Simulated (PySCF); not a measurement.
C4H5F2PSi.
Bonds: F1–C2, C2–C3 (double), C3–P4, P4–C5, C5–F6, C5–C7 (double), C7–Si8, C2–C7. Hydrogens: H9 on C3; H10 on P4; H11, H12, H13 on Si8.

Method: PySCF 2.14.0, PBE0-D3(BJ)/def2-SVP geometry optimisation, gas phase; density fitting, grid level 1; the optimiser is geomeTRIC in internal coordinates, started from a GFN2-xTB structure with every atom displaced at random (about 0.01 Å).

Step 0: E = -26798.6462 eV
```
atom  x, y, z in Å  |  force x, y, z in eV/Å
F1     -0.0857   -2.1661   -0.7356    0.045   0.883   0.206
C2      0.4888   -0.9709   -0.4830   -0.165  -1.280  -0.209
C3      1.7998   -0.7772   -0.6102    1.201   0.439  -0.114
P4      2.2656    0.9547   -0.3073   -1.012  -0.229  -0.464
C5      0.4910    1.1970    0.1773    0.381   1.917   0.449
F6      0.0642    2.4003    0.6215    0.335  -1.026  -0.339
C7     -0.2995    0.1389   -0.0214   -1.274  -0.299  -0.012
Si8    -2.1549    0.0121    0.2625    0.521  -0.204  -0.105
H9      2.5188   -1.5125   -0.9254    0.229  -0.491  -0.209
H10     2.7061    0.7983    1.0115    0.301   0.013   0.646
H11    -2.3672   -0.9761    1.3466   -0.152  -0.132   0.101
H12    -2.6443    1.3294    0.6585   -0.267   0.480   0.150
H13    -2.7951   -0.4399   -0.9955   -0.143  -0.072  -0.101
```

Step 1: E = -26798.7544 eV
```
atom  x, y, z in Å  |  force x, y, z in eV/Å
F1     -0.1113   -2.0959   -0.8508    0.022  -0.364   0.035
C2      0.5235   -0.9889   -0.5057   -0.166   0.371  -0.126
C3      1.8568   -0.8023   -0.6183   -0.076   0.095   0.210
P4      2.2374    0.9373   -0.3107   -0.008  -0.003   0.128
C5      0.4897    1.1944    0.1876    0.129  -0.323   0.307
F6      0.1016    2.3237    0.7469   -0.059   0.173  -0.166
C7     -0.3025    0.1156   -0.0216    0.082   0.121  -0.131
Si8    -2.1528    0.0124    0.2659   -0.055  -0.054   0.038
H9      2.5601   -1.5560   -0.9612    0.054  -0.033  -0.158
H10     2.7377    0.9025    1.0335    0.007  -0.016  -0.115
H11    -2.4411   -0.8705    1.4366    0.015   0.014  -0.010
H12    -2.6825    1.3794    0.5305    0.028   0.007   0.006
H13    -2.8289   -0.5637   -0.9329    0.029   0.011  -0.017
```

**Question.** Estimate the geometry and energy of step 2. (The exact step hangs on the optimiser's Hessian estimate; all steps are aligned on step 1, rigid shifts and turns removed.)

**Answer.** E = -26798.7785 eV, largest force 0.138 eV/Å
```
atom  x, y, z in Å  |  force x, y, z in eV/Å
F1     -0.0747   -2.1329   -0.8080   -0.137   0.014   0.018
C2      0.5175   -0.9861   -0.4983    0.093  -0.099  -0.004
C3      1.8495   -0.7959   -0.6177    0.041   0.105   0.068
P4      2.2340    0.9372   -0.2968   -0.074   0.029  -0.011
C5      0.4902    1.1826    0.2167    0.092   0.017   0.035
F6      0.0941    2.3442    0.7037   -0.058   0.004  -0.024
C7     -0.3097    0.1136   -0.0107    0.046  -0.026  -0.055
Si8    -2.1614    0.0136    0.2651   -0.034  -0.008  -0.003
H9      2.5478   -1.5395   -1.0003   -0.019  -0.004  -0.008
H10     2.7636    0.8917    1.0306    0.023  -0.038  -0.017
H11    -2.4602   -0.8868    1.4182    0.010   0.002  -0.003
H12    -2.6777    1.3814    0.5500    0.009   0.001   0.008
H13    -2.8256   -0.5351   -0.9529    0.009   0.004  -0.005
```

The energy changes by -0.0241 eV. The first-order estimate −F·Δx gives -0.0484 eV and the mean of the old and new forces, exact on a quadratic surface, -0.0235 eV. The step makes an angle of 62° with the force vector and moves no atom by more than 0.067 Å.

The cost below is that of the whole optimisation. Hardware: Arm Neoverse V2, one thread (shared host). Cost: 88 s wall, 0.57 GiB resident at most.
